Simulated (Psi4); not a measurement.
Pair of molecules: PH3 (SMILES P) (first 4 atoms) with H2 (SMILES [H][H]); geometry from B3LYP-D3(BJ)/def2-TZVP, rigid monomers moved along the line of their centres of mass till P1···H6 is 4.45 Å.
(charge 0, multiplicity 1):
```xyz
6

P     -0.17174     0.15679    -0.14074
H     -1.49194    -0.11720     0.29923
H     -0.48995    -0.05069    -1.50775
H      0.26103    -1.17997     0.05252
H      0.23165    -0.31446     4.77405
H      0.45691     0.17553     4.26093
```

Method: SAPT0/jun-cc-pV(D+d)Z in Psi4.

**Question.** Give the four SAPT terms and the total, and say what mostly holds the pair together.

**Answer.** electrostatics -0.04, exchange 0.01, induction 0.00, dispersion -0.05, total -0.08 kcal/mol; the largest attraction is dispersion.
